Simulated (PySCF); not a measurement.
C₈H₁₁ (doublet state).
Geometry (GFN2-xTB, Å), atoms numbered from 1 in this order:
```
atom  x, y, z in Å
C1     2.4191   -0.0108    0.6162
C2     1.5627   -0.1185   -0.6464
C3     0.0885   -0.0708   -0.3330
C4    -0.6628   -1.1596   -0.3956
C5    -2.1433   -1.2074   -0.0881
C6    -2.6076    0.1374    0.2484
C7    -1.9423    1.2476    0.3259
C8    -0.4438    1.2789    0.0557
H9     2.1516   -0.7954    1.3205
H10    2.2776    0.9510    1.1027
H11    3.4726   -0.1140    0.3658
H12    1.8178    0.7012   -1.3230
H13    1.7954   -1.0579   -1.1514
H14   -0.2298   -2.1082   -0.6864
H15   -2.6834   -1.6002   -0.9573
H16   -2.3212   -1.9009    0.7421
H17   -2.3895    2.1968    0.5834
H18    0.0669    1.6384    0.9557
H19   -0.2381    2.0016   -0.7425
```

The hyperfine couplings belong to this conformer and change with its torsions.

Identity: `CCC1=CC[C]=CC1` [radical].

Computed with UKS B3LYP, pcH-1 on C H, non-relativistic, mean-field spin-orbit, GIAO (PySCF 2.14.0). Geometry: GFN2-xTB, one conformer, isolated molecule. A GFN2-xTB geometry isn't a minimum of the functional, and hyperfine couplings can be far from their values at a DFT geometry. No stability test was run, so a lower SCF solution isn't excluded.

Principal values of hyperfine tensors in MHz (contact and dipolar terms together), for some of the nuclei:

| atom | isotope | A1 | A2 | A3 |
| --- | --- | --- | --- | --- |
| H17 | 1H | 80.28 | 81.33 | 98.60 |
| C8 | 13C | 44.36 | 45.37 | 68.67 |
| C4 | 13C | 39.28 | 40.61 | 56.56 |
| C5 | 13C | 16.84 | 17.57 | 36.12 |
| H14 | 1H | 16.86 | 18.84 | 25.67 |
| H15 | 1H | 11.90 | 13.87 | 31.23 |
| H16 | 1H | 10.00 | 12.04 | 29.22 |
| H18 | 1H | -13.08 | -10.38 | -3.25 |

Problem. Give the isotropic coupling of each nucleus in MHz and in mT (g = 2.0023), and the anisotropic part.

Solution. a_iso = (A1 + A2 + A3)/3, Ti = Ai − a_iso; 1 mT corresponds to 28.024 MHz.

| atom | a_iso (MHz) | a_iso (mT) | T1 | T2 | T3 |
| --- | --- | --- | --- | --- | --- |
| H17 | 86.74 | 3.095 | -6.46 | -5.41 | 11.87 |
| C8 | 52.80 | 1.884 | -8.44 | -7.43 | 15.87 |
| C4 | 45.48 | 1.623 | -6.21 | -4.87 | 11.08 |
| C5 | 23.51 | 0.839 | -6.67 | -5.94 | 12.61 |
| H14 | 20.46 | 0.730 | -3.60 | -1.62 | 5.22 |
| H15 | 19.00 | 0.678 | -7.09 | -5.13 | 12.23 |
| H16 | 17.09 | 0.610 | -7.09 | -5.04 | 12.13 |
| H18 | -8.90 | -0.318 | -4.18 | -1.47 | 5.65 |

Problem. What spin density at the nucleus of C8 lies behind its contact coupling (g_N = 1.40482)?

Solution. a_FC = 800.24 MHz bohr³ × g_N × ρ(0)/(2S). With a_FC = 52.80 MHz and 2S = 1, ρ(0) = 0.04697 bohr⁻³.

Problem. C6 (13C, g_N = 1.40482) isn't in the table. Its spin density at the nucleus is 0.3141 bohr⁻³. What is its contact coupling?

Solution. By the same relation, a_FC = 353.2 MHz. Its full tensor has the principal values 274.57, 295.04, 489.87 MHz.

Problem. Which nucleus of the table has the largest anisotropic coupling, and what is its form?

Solution. C8: -8.4, -7.4, 15.9 MHz, nearly axial, close to the ratio −1:−1:+2.

Problem. What first-order splitting does C4 cause when the field lies along A1, A2 or A3 of its tensor (g taken as isotropic, no quadrupole term)?

Solution. 2 lines (I = 1/2), spaced by |A_i|/(g × 13.996): 1.40, 1.45, 2.02 mT along the axes of A1, A2 and A3.

Hardware: one thread of an x86-64 server, no GPU (shared host). Cost: 60 s of wall time.
